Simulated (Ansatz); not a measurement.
Basis-set extrapolation for Cl₂FH₂Si₂ (`F[SiH](Cl)[SiH]Cl`) radical (PBE0-D4/def2-TZVP geometry, frozen core, Ansatz). Multiplicity 2, UHF reference.

```
                       def2-TZVPP    def2-QZVPP
                 HF  -1597.699544  -1597.747974
    MP2 correlation     -0.834958     -0.917092
CCSD(T) correlation     -0.924561       not run
```

Energies in hartree. Use E(X) = E(∞) + A·exp(−7.88·√X) for Hartree–Fock and E(X) = E(∞) + B·X^(−2.97) for correlation, with X = 3 and 4, and add CCSD(T) minus MP2 of the smaller set to the MP2 limit.

What is the CCSD(T) energy at the basis-set limit?

HF limit: -1597.747974 + (-0.048430) × 0.13774 = -1597.75464. MP2 limit: -0.917092 + (-0.082134) × 0.74074 = -0.97793. Higher-order term: -0.924561 − (-0.834958) = -0.08960. Total: -1598.82217 hartree, 520.0 kJ/mol below CCSD(T)/def2-TZVPP.
